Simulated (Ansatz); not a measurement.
Geometry optimisation, RKS B3LYP-D4/def2-SVP (Ansatz 0.2.0).

input.yaml

```yaml
crystal:
  periodic: [false, false, false]
  atoms:
    - { symbol: B, position_ang: [-0.3227, 1.1357, -0.402] }
    - { symbol: C, position_ang: [-0.1563, -0.3717, -0.3325] }
    - { symbol: C, position_ang: [0.4577, -0.9223, 0.6845] }
    - { symbol: F, position_ang: [-0.5549, -1.1456, -1.3346] }
    - { symbol: H, position_ang: [-0.9415, 1.6388, -1.3541] }
    - { symbol: H, position_ang: [0.0313, 1.9084, 0.4384] }
    - { symbol: H, position_ang: [0.6572, -1.9972, 0.7387] }
    - { symbol: H, position_ang: [0.9213, -0.3032, 1.5058] }
basis:
  gaussian: { orbitals: def2-SVP }
hamiltonian:
  xc: b3lyp
  dispersion: d4
relax:
  f_tol: 0.02
  max_steps: 50
```

Run as:

```bash
$ ansatz run input.yaml --threads 1 --pin off --max-ram 2048MiB --backend cpu --events-out ev --progress --plain --runs-dir out
```

Question: Where does it end, and by what steps?

Answer: The run converged. After 4 steps the energy has fallen by 0.177 eV; B1 moved furthest, 0.07 Å.

```csv
step,energy less start (eV),largest force component (eV/Å),accepted
0,0.0000,2.740,yes
1,-0.0819,1.195,yes
2,-0.1756,0.169,yes
3,-0.1762,0.111,yes
4,-0.1768,0.015,yes
```

```xyz
8
Properties=species:S:1:pos:R:3
B -0.366 1.175 -0.437
C -0.124 -0.345 -0.327
C 0.514 -0.935 0.702
F -0.584 -1.132 -1.326
H -0.948 1.640 -1.381
H 0.043 1.883 0.447
H 0.660 -2.019 0.745
H 0.896 -0.323 1.520
```

The run took 12 s on 1 CPU thread of a shared host.
